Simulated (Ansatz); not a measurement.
Reactions of C4H6F4, SMILES `CC(F)(F)CC(F)F`.

Computed with Ansatz on PBE0-D4/def2-TZVP structures; ΔE is electronic, products minus reactants. CCSD(T)/CBS adds triple-zeta CCSD(T) − MP2 to the extrapolated MP2 energy (def2 sets, frozen cores). This one scheme is used for every species. Triplets are unrestricted, without spin–orbit coupling. For Br outer-core shells are correlated without core-valence functions, which leaves a few kJ/mol of doubt a bond. Scalar relativity is left out up to krypton. One conformer a species, not always the lowest.

Question: Order these by ΔE at CCSD(T)/CBS, lowest first. (Estimate.)
A. `CC(F)(F)CC(F)F` + H₂ → `CC(C)(F)F` + `FCF`
B. `CC(F)(F)CC(F)F` + `OCF` → `FCOCC(F)F` + `CC(F)F`
C. `CC(F)(F)CC(F)F` + HBr → `FC(F)Br` + `CC(C)(F)F`
D. `CC(F)(F)CC(F)F` + `Cl[SiH]1CC1` → `C[C@H]1C[Si@H]1Cl` + `FC(F)CC(F)F`
E. `CC(F)(F)CC(F)F` + `OC(F)CF` → `FCC(F)OC(F)F` + `CC(C)(F)F`
F. `CC(F)(F)CC(F)F` + CH₃OH → `COC(C)(F)F` + `CC(F)F`
G. `CC(F)(F)CC(F)F` → `FC(F)CC(F)F` + `[CH2]` (triplet)

Answer: A (-43.5 kJ/mol), F (-9.9 kJ/mol), E (+7.0 kJ/mol), D (+24.4 kJ/mol), C (+34.1 kJ/mol), B (+61.9 kJ/mol), G (+461.9 kJ/mol).

Largest T1 diagnostic: 0.012, for `FCC(F)OC(F)F`.
